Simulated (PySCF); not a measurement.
# Bi(2+): excitation energy

Bi(2+) [Xe] 4f14 5d10 6s2 6p1 (2P) → Bi(2+) [Xe] 4f14 5d10 6s1 6p2 (4P), as a difference of total energies. Calculation: PySCF 2.14, in def2-QZVPPD with the def2 core potential (60 electrons); a scalar-relativistic core potential. Correlated levels: valence: 5s2 5p6 5d10 frozen; valence and next inner shell: nothing frozen outside the core potential. The calculations carry no spin-orbit coupling.

| method | excitation energy (eV) |
| --- | --- |
| UHF | 7.784 |
| LDA | 10.297 |
| PBE | 9.992 |
| PBE0 | 9.570 |
| r2SCAN | 9.460 |
| TPSS | 9.822 |
| LC-wPBE | 9.300 |
| wB97M-V | 9.480 |
| PW91 | 10.001 |
| MP2 (valence) | 8.430 |
| SCS-MP2 (valence) | 8.674 |
| MP2 (valence and next inner shell) | 9.701 |
| SCS-MP2 (valence and next inner shell) | 9.754 |

Problem. How much does correlation contribute at MP2 (valence and next inner shell)?

Solution. 9.701 − (7.784) = 1.917 eV, measured against UHF.

Spin-orbit coupling is strong in these open shells (close to jj coupling). The scalar numbers leave it out and a first-order estimate fails, so it can dominate the gap to the real levels.
